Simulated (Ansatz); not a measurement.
SiEt(NCO)3 (C5H5N3O3Si), 17 atoms. Hardware: 4 threads of Arm Neoverse V2 on a shared host.

Correlated methods freeze 16 core orbitals.

Q: How many basis functions does each of these Ansatz runs have, and roughly what does it cost? HF/STO-3G, charge 0 singlet, energy; RPA@PBE/def2-SVP, charge 0 singlet, energy, from earlier orbitals; PBE0-D4/def2-TZVP, charge -1 doublet at the geometry of the charge 0 singlet, energy; HF/def2-TZVP, charge 1 doublet at the geometry of the charge 0 singlet, energy, from earlier orbitals; r2SCAN0-D4/def2-TZVP, charge 0 singlet, energy, from earlier orbitals; r2SCAN-D4/def2-TZVP, charge 0 singlet, energy, from earlier orbitals; r2SCAN-D4/def2-TZVP, charge 0 triplet at the geometry of the charge 0 singlet, energy, from earlier orbitals; PBE-D4/def2-TZVP, charge 0 triplet at the geometry of the charge 0 singlet, energy, from earlier orbitals; PBE0-D4/def2-TZVP, charge 0 triplet at the geometry of the charge 0 singlet, energy; PBE-D4/def2-TZVP, charge -1 doublet at the geometry of the charge 0 singlet, energy, from earlier orbitals; PBE0-D4/def2-TZVP, charge 0 singlet, energy and forces, from earlier orbitals; PBE-D4/def2-TZVP, charge 0 singlet, energy, from earlier orbitals.

A: Other jobs shared the machine, so times can vary by a factor of up to 3. A dash marks memory too small to be measured apart from the calling script's.

| run | functions | fitting or Cholesky vectors | wall time | peak host memory (GiB) |
| --- | --- | --- | --- | --- |
| HF/STO-3G, charge 0 singlet, energy | 69 | 949 | 0.4 s | – |
| PBE-D4/def2-TZVP, charge 0 singlet, energy, from earlier orbitals | 408 | 2290 | 6 s | 0.82 |
| RPA@PBE/def2-SVP, charge 0 singlet, energy, from earlier orbitals | 197 | 1968 | 6.5 s | – |
| r2SCAN-D4/def2-TZVP, charge 0 singlet, energy, from earlier orbitals | 408 | 2290 | 12 s | 0.87 |
| r2SCAN0-D4/def2-TZVP, charge 0 singlet, energy, from earlier orbitals | 408 | 2306 | 18 s | 2 |
| PBE0-D4/def2-TZVP, charge 0 singlet, energy and forces, from earlier orbitals | 408 | 2306 | 20 s | 2.1 |
| PBE-D4/def2-TZVP, charge -1 doublet at the geometry of the charge 0 singlet, energy, from earlier orbitals | 408 | 2290 | 34 s | 2.2 |
| PBE-D4/def2-TZVP, charge 0 triplet at the geometry of the charge 0 singlet, energy, from earlier orbitals | 408 | 2290 | 41 s | 2.2 |
| r2SCAN-D4/def2-TZVP, charge 0 triplet at the geometry of the charge 0 singlet, energy, from earlier orbitals | 408 | 2290 | 79 s | 2.3 |
| PBE0-D4/def2-TZVP, charge -1 doublet at the geometry of the charge 0 singlet, energy | 408 | 2306 | 2.6 min | 2.4 |
| PBE0-D4/def2-TZVP, charge 0 triplet at the geometry of the charge 0 singlet, energy | 408 | 2306 | 2.8 min | 2.4 |
| HF/def2-TZVP, charge 1 doublet at the geometry of the charge 0 singlet, energy, from earlier orbitals | 408 | 2785 | 6.4 min | 2.4 |
